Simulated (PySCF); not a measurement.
NICS in isomers of C6H7FN2.

NICS is the negative of the GIAO shielding at a point without a nucleus: at the ring centre (0) and 1 Å above and below it (1); zz is the component along the ring normal. Level: GIAO PBE0/pcSseg-1 (PySCF, non-relativistic, gas phase) on the GFN2-xTB geometries, one conformer each. Atom numbers follow the mapped SMILES.

Question: Order these rings by mean NICS(1)zz, lowest (most negative) first (ppm).
A. ring N4–C5–C6–C8–N9 in `[CH2:1]=[CH:2][CH2:3][n:4]1[cH:5][c:6]([F:7])[cH:8][n:9]1`
B. ring C3–C5–C6–C7–C8 in `[H]/[N:9]=[C:8]1/[C@:3]([C:2]#[N:1])([F:4])[CH2:5][CH2:6][CH2:7]1`
C. ring C3–C4–N5–C6–C8–N9 in `[CH3:1][CH2:2][c:3]1[cH:4][n:5][c:6]([F:7])[cH:8][n:9]1`

Answer: A (-29.2), C (-27.0), B (-2.3).

```json
{"SMILES": "C=CCn1cc(F)cn1", "ring": "5-membered ring with 2 N; formal bonds all aromatic", "NICS(0)": "-15.2", "NICS(1)": "-11.5", "NICS(1)zz": "-29.2", "HOMA": "0.98", "rms pucker (Å)": "0.00", "ring atoms with four or more neighbours": "0"}
{"SMILES": "CCc1cnc(F)cn1", "ring": "6-membered ring with 2 N; formal bonds all aromatic", "NICS(0)": "-7.6", "NICS(1)": "-11.1", "NICS(1)zz": "-27.0", "HOMA": "0.99", "rms pucker (Å)": "0.00", "ring atoms with four or more neighbours": "0"}
{"SMILES": "[H]/N=C1\\CCC[C@]1(F)C#N", "ring": "5-membered carbocycle; formal bonds all single", "NICS(0)": "-1.9", "NICS(1)": "-3.2", "NICS(1)zz": "-2.3", "HOMA": "–", "rms pucker (Å)": "0.17", "ring atoms with four or more neighbours": "4"}
```

NICS(0) gives the same order. The isotropic NICS(1) gives the same order. HOMA uses Krygowski's 1993 parameters; it is left out where a ring has a four-coordinate atom, a triple bond, no multiple bond or a kind of bond without parameters. NICS(1) and NICS(1)zz are means over the two faces.
